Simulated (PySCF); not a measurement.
C5H14GaP.
Structure used (PBE0-D3(BJ)/def2-SVP), in Å, numbered top down from 1:
```xyz
21
C5H14GaP angstrom
C      1.3785   -0.9032    1.4427
P      0.5916    0.0479    0.0987
C      1.7630   -0.0747   -1.2954
Ga     0.0941    2.3585    0.7326
C     -0.8198   -0.9657   -0.4053
C     -1.9588   -0.3127   -1.1472
C     -2.1517   -0.7446    0.2667
H      2.2986   -0.3899    1.7577
H      1.6193   -1.9288    1.1260
H      0.6909   -0.9367    2.2998
H      2.6952    0.4453   -1.0311
H      1.3245    0.4266   -2.1699
H      1.9844   -1.1229   -1.5470
H      1.5753    2.7856    1.1038
H     -0.9131    2.1305    1.9351
H     -0.5035    2.9243   -0.6216
H     -0.5671   -1.9953   -0.6860
H     -1.8885    0.7612   -1.3458
H     -2.4292   -0.8944   -1.9438
H     -2.2123    0.0356    1.0316
H     -2.7584   -1.6306    0.4689
```

Level of theory: TDDFT PBE0/def2-SVPD, vertical, gas phase, core orbitals frozen in the response in PySCF. The PBE0/def2-SVPD calculation is non-relativistic and has no spin–orbit coupling, an omission that weighs most on gallium.

Kohn–Sham orbitals with the atoms that hold most of them (Löwdin shares over 4%, at most four atoms):

```csv
orbital,ε (eV),atoms
LUMO+2,0.67,"P2 12%, H17 11%, C5 10%, Ga4 9%"
LUMO+1,0.67,"P2 14%, C1 12%, Ga4 10%, C6 7%"
LUMO,0.29,"Ga4 14%, C3 13%, C1 12%, H13 8%"
HOMO,-7.38,"Ga4 39%, H15 26%, H16 26%"
HOMO-1,-7.41,"Ga4 40%, H14 36%, H15 9%, H16 8%"
HOMO-2,-7.57,"P2 34%, Ga4 23%, H16 7%, C5 6%"
HOMO-3,-8.95,"C5 34%, C7 18%, C6 18%, C3 5%"
```

Within 0.005 eV of a neighbour in this list lie LUMO+1/LUMO+2.

(1) How does S1 compare with the orbital gap of 7.67 eV?

Answers

(1) S1 is at 6.80 eV (f = 0.019), 0.88 eV below the gap, made of HOMO-1→LUMO (77%). Without the coupling terms of the response equations the lowest excitation would equal the gap.

Next come S2 at 6.83 eV (f 0.046), HOMO→LUMO (80%); S3 at 6.89 eV (f 0.048), HOMO-2→LUMO (93%); S4 at 7.01 eV (f 0.0040), HOMO→LUMO+1/LUMO+2 (≥57%), HOMO→LUMO+3 (18%); S5 at 7.04 eV (f 0.019), HOMO→LUMO+4 (36%), HOMO-2→LUMO+1/LUMO+2 (≥25%), HOMO-1→LUMO+1/LUMO+2 (≥13%).

Orbitals of the list HOMO-3 to LUMO+2 that lie within 0.01 eV of each other are written together with a slash and their weights summed (≥ marks a lower bound); for degenerate orbitals outside that list single weights are arbitrary.

Löwdin shares depend on the basis, the more so with diffuse functions.

One conformer stands for the species.

Without π bonds the low states are Rydberg-like; a valence basis with one diffuse set may place them up to an eV too high.
